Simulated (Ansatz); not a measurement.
The same molecule with X = B, Al, Ga, In. Ansatz, PBE0-D4/def2-TZVP geometries, multiplicity 1. Each molecule was computed in one conformer, which needn't be the lowest.

Elements past krypton have def2 core potentials. Scalar relativity is left out up to krypton.

| X | molecule | mean X–O bond length / Å | mean X–S bond length / Å | HOMO–LUMO gap (B3LYP/def2-TZVPP) / eV | size of the dipole moment (PBE/def2-TZVPP) / D | size of the dipole moment (ωB97M-V/def2-TZVPP) / D |
| --- | --- | --- | --- | --- | --- | --- |
| Al | `C[O][Al]([SH])[SH]` | 1.676 | 2.175 | 6.67 | 0.95 | 1.02 |
| Ga | `C[O][Ga]([SH])[SH]` | 1.775 | 2.191 | 6.33 | 0.36 | 0.36 |
| In | `C[O][In]([SH])[SH]` | 1.981 | 2.366 | 5.34 | 1.26 | 1.19 |

(1) Give the row for X = B, `COB(S)S`. (An estimate is asked.)

Answers

(1) Computed: 
```csv
X,molecule,mean X–O bond length / Å,mean X–S bond length / Å,HOMO–LUMO gap (B3LYP/def2-TZVPP) / eV,size of the dipole moment (PBE/def2-TZVPP) / D,size of the dipole moment (ωB97M-V/def2-TZVPP) / D
B,`COB(S)S`,1.350,1.818,6.97,1.33,1.37
```

From B to In the mean X–O bond length rises at each step, by 0.631 Å in all; the mean X–S bond length rises at each step, by 0.548 Å in all; the HOMO–LUMO gap (B3LYP/def2-TZVPP) falls at each step, by 1.63 eV in all. Bonds lengthen as the atom grows down the group. Dipoles are sizes alone, and their direction can turn along the series.

Positive LUMOs are unbound, so they and the gaps depend on the basis.

B3LYP here is the variant with VWN-RPA as its local correlation; programs differ in this.
